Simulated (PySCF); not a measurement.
## SmF3(H2O) at several levels of theory

Computed with PySCF 2.14.0 (density fitting, no spin-orbit coupling) at the geometry relaxed with TPSS:

```xyz
7
SmF3(H2O) (singlet in the valence; each metal's 4f electrons, 5 of them, lie in its core potential, out of spins and levels)
Sm    0.0881   -0.0873    0.0873
F     1.1360    1.3545    1.1682
F    -1.3187   -1.1718    1.1718
F     1.1360   -1.1682   -1.3545
O    -1.3388    1.3616   -1.3616
H    -1.6891    2.2446   -1.1422
H    -1.6891    1.1422   -2.2446
```

```csv
level,basis,state,HOMO (eV),gap (eV),charge on Sm1 (e),population of f-type functions on Sm1 (polarisation alone where 4f lies in the core),dipole about the centre of mass (D),largest force component (eV/Å)
TPSS,"Sm lcecp-1-SVP with ECP51, F def2-SVP, O def2-SVP, H def2-SVP",singlet,-7.45,5.68,1.10,0.10,6.92,0.01
TPSSh,the same,singlet,-8.21,6.74,1.18,0.10,7.01,0.18
TPSS,"Sm lcecp-1-TZVP with ECP51, F def2-TZVP, O def2-TZVP, H def2-TZVP",singlet,-7.69,5.65,1.58,0.12,6.97,0.27
```

In the lcecp rows the 4f levels are missing from HOMO and gap, and the state counts the valence alone.

Charges are Mulliken's, which hang on the basis. The relaxation used the grid (50, 194), these runs (75, 302) or, all-electron (x2c bases, spin-free X2C Hamiltonian), (99, 590).

Problem. A further run in the first row's basis gives HOMO (eV) -14.42, gap (eV) 15.47, charge on Sm1 (e) 1.74, population of f-type functions on Sm1 (polarisation alone where 4f lies in the core) 0.10, dipole about the centre of mass (D) 7.53, largest force component (eV/Å) 1.23. Which level was it?
A. r2SCAN
B. M06-L
C. HF

Solution. C. The others give HOMO -7.64 eV (M06-L); -7.79 eV (r2SCAN).

In the first row's basis the gap widens with exact exchange: 5.7 to 6.5 eV for TPSS, M06-L, r2SCAN (none); 6.7 eV for TPSSh (a fixed share); 15.5 eV for Hartree–Fock (rising or full at long range).

No frequency check is given that shows the relaxed geometry to be a minimum. An lcecp potential fixes the number of 4f electrons, so in runs with it no electron can move into or out of that shell.
